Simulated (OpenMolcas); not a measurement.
A calculation on Pr V.

```json
{
  "Program": "OpenMolcas",
  "Method": "RASSCF",
  "Basis": "ANO-RCC-VTZP [8s7p5d3f2g1h]",
  "Scalar Hamiltonian": "DKH2, point nucleus",
  "Active space": "1 electron in 12 orbitals (RAS2 4f; RAS3 5d, at most 1 electron)",
  "State averaging": "2S+1 = 2 odd, 7 roots; 2S+1 = 2 even, 5 roots",
  "Spin-orbit coupling": "RASSI with atomic mean-field integrals over the reference wave functions, term energies averaged over their components"
}
```

Q: Which level of the active space comes out lowest?

A: 4f ²F°_5/2, with 100 % of that term; it is also the measured ground level.

Q: How high does 5d ²D_5/2 lie?

A: 14.5469 eV above the lowest level; measured 14.6938 eV above the ground level, so the calculation is off by -1 %.

Q: How high does 5d ²D_3/2 lie?

A: 14.1603 eV above the lowest level; measured 14.2647 eV above the ground level, so the calculation is off by -1 %.

Q: How high does 4f ²F°_7/2 lie?

A: 0.3947 eV above the lowest level; measured 0.3753 eV above the ground level, so the calculation is off by +5 %.

Measured values: Martin, Zalubas and Hagan, Atomic Energy Levels: The Rare-Earth Elements, NSRDS-NBS 60 (1978).

With one active electron the reference holds no correlation, so core polarisation is missing. Measured partners are found by configuration, term and J. A level has none where our copy of the source lacks it or the pairing is in doubt (some pairs that miss far off the trend of their configuration count as doubtful), and it then counts in no deviation. Only configurations of the active space appear.

° marks odd parity.
